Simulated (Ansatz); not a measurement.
C$_{2}$H$_{7}$NOSi (`NC1CO[SiH2]1`). The species carries charge 0 and has multiplicity 1.

Cartesian coordinates in Å:
```
N -1.7428 0.1568 0.0102
C -0.3537 0.5234 0.0948
C 0.6289 -0.2651 1.0138
O 1.7239 -0.5321 0.1090
Si 0.8856 0.0062 -1.2298
H -1.8646 -0.8133 -0.2498
H -2.2285 0.3069 0.8859
H -0.2814 1.5941 0.3054
H 0.9985 0.2932 1.8794
H 0.1810 -1.2045 1.3581
H 1.6224 1.0164 -2.0343
H 0.4306 -1.0821 -2.1427
```

(1) What are the harmonic wavenumbers in cm⁻¹ at PBE0-D4/def2-TZVP (Ansatz, finite differences of forces, unscaled)? (Estimate.)

(2) Is this a minimum?

(3) Give the ideal-gas thermochemistry at 298.15 K and 1 bar (rigid rotor, harmonic oscillator; point group C1, symmetry number 1).

Answers

(1) Ansatz gave: 100, 222, 317, 377, 538, 559, 659, 695, 785, 808, 860, 906, 982, 1001, 1028, 1081, 1183, 1196, 1252, 1324, 1402, 1507, 1664, 2195, 2222, 3028, 3072, 3091, 3521, 3607.

(2) Yes, all 30 modes are real.

(3) Zero-point energy 246.3 kJ/mol; H(298) − E = 264.4 kJ/mol; entropy 318.8 J/(mol·K), of which translation 164.9, rotation 108.8, vibration 45.1; G(298) − E = 169.3 kJ/mol. Modes under 100 cm⁻¹ are hindered rotations or soft bends, so the harmonic entropy is rough.
